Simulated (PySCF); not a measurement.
Al(All)(F)(OH) (C₃H₆AlFO), SMILES C=C[CH2][Al]([OH])[F].

The structure is a stationary point at PBE-D3(BJ)/def2-SVP. Other conformers were not sampled.

Computed with PBE-D3(BJ)/def2-SVP (PySCF).

Frequencies are harmonic and unscaled.

```
mode  ν (cm⁻¹)  IR (km/mol)  moving atoms (share of kinetic energy)
----  --------  -----------  --------------------------------------
1           35          3.9                  C 59 %, H 17 %, F 13 %
2           66          0.1          O 28 %, F 28 %, C 27 %, H 13 %
3          142          0.5                  H 40 %, C 33 %, O 17 %
4          193          4.2         H 30 %, C 29 %, F 22 %, Al 13 %
5          230         42.2  F 32 %, O 25 %, Al 18 %, H 17 %, C 9 %
6          241         34.5         Al 63 %, O 11 %, F 11 %, H 10 %
7          342        137.3                          H 88 %, O 10 %
8          408          0.1                          H 53 %, C 46 %
9          547         17.4  C 40 %, H 31 %, F 11 %, O 10 %, Al 8 %
10         590        106.3                          H 70 %, O 25 %
11         653         33.8                          H 66 %, C 30 %
12         690         31.7                   H 58 %, C 31 %, F 8 %
13         815         95.4         Al 41 %, F 25 %, H 16 %, O 13 %
14         859         41.2                          H 72 %, C 28 %
15         904         59.6  Al 35 %, H 23 %, O 22 %, F 12 %, C 9 %
16         913         55.0                 C 43 %, H 33 %, Al 13 %
17         966         21.3                          H 67 %, C 29 %
18         986         64.6                          H 85 %, C 14 %
19        1000         15.9                          H 73 %, C 26 %
20        1152         20.8                          H 60 %, C 40 %
21        1267          1.0                          H 80 %, C 20 %
22        1359          4.8                          H 90 %, C 10 %
23        1384          4.6                          H 83 %, C 17 %
24        1621         29.9                          C 86 %, H 14 %
25        3018          1.1                                  H 95 %
26        3063          7.9                                  H 93 %
27        3071          0.6                                  H 94 %
28        3107          1.9                          H 90 %, C 10 %
29        3176          4.0                          H 89 %, C 11 %
30        3811         77.0                                  H 94 %
```
